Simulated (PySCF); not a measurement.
# Telling isomers of C₈H₉ClO₂ apart by NMR

One conformer, no solvent, no relativistic terms, fast rotation and ring inversion assumed for equivalent nuclei. Shieldings: GIAO PBE0/pcSseg-1; geometry: GFN2-xTB; PySCF 2.14.0 with density-fitted response routines.

Shifts are taken against calculated references (same method and geometry level): ¹H (σ = 31.72 ppm) and ¹³C (σ = 186.93 ppm) against TMS. Where no couplings were computed, multiplicities follow the n + 1 count of equivalent neighbours, and m marks all less simple cases (inequivalent or close neighbours, rings, F or P nearby). Shifts are as computed. Against solution values, carbons near 30 ppm lie about +3 ppm off and those near 130 ppm about +5 ppm; carbons on Cl a further +6 ppm. Of 1211 compounds with measured shifts, 218 miss one by over three times the rms of a fit or turn the order of signals round; such compounds aren't used in these exercises. Carbons bonded to Cl come out too deshielded.

(1) Tabulate the signals of `COc1ccc(OC)c(Cl)c1`, `CC(C)c1ccoc1C(=O)Cl` and their relative energies.

(2) What is the quickest way to tell COc1ccc(OC)c(Cl)c1 from CC(C)c1ccoc1C(=O)Cl?

Results:

(1) 
```json
{"SMILES": "COc1ccc(OC)c(Cl)c1", "carbon types": "3×C 3×CH 2×CH3", "δC": "159.9, 155.8, 133.6, 121.2, 115.7, 114.3, 56.1, 56.0", "δH": "7.02 (d, 1H), 6.85 (s, 1H), 6.75 (d, 1H), 3.95 (s, 3H), 3.87 (s, 3H)", "E rel. (kcal/mol)": "16.3"}
{"SMILES": "CC(C)c1ccoc1C(=O)Cl", "carbon types": "3×C 3×CH 2×CH3", "δC": "164.5, 158.7, 154.3, 146.1, 118.4, 29.1, 24.4", "δH": "7.66 (m, 1H), 6.81 (m, 1H), 3.70 (sept, 1H), 1.27 (d, 6H)", "E rel. (kcal/mol)": "0.0"}
```

Energies are electronic energies at PBE0/pcSseg-1 on these geometries, without zero-point or thermal terms, each for the one conformer computed, which needn't be the lowest.

(2) Count the carbon signals: 8 against 7. The first has a methyl carbon bonded to O (CH3) at 56.1 ppm, the second an sp3 CH on an aromatic ring at 29.1 ppm. Their most deshielded carbons lie at 159.9 and 164.5 ppm. In the proton spectra the most deshielded non-exchanging signals are 7.02 (d, 1H) and 7.66 (m, 1H).
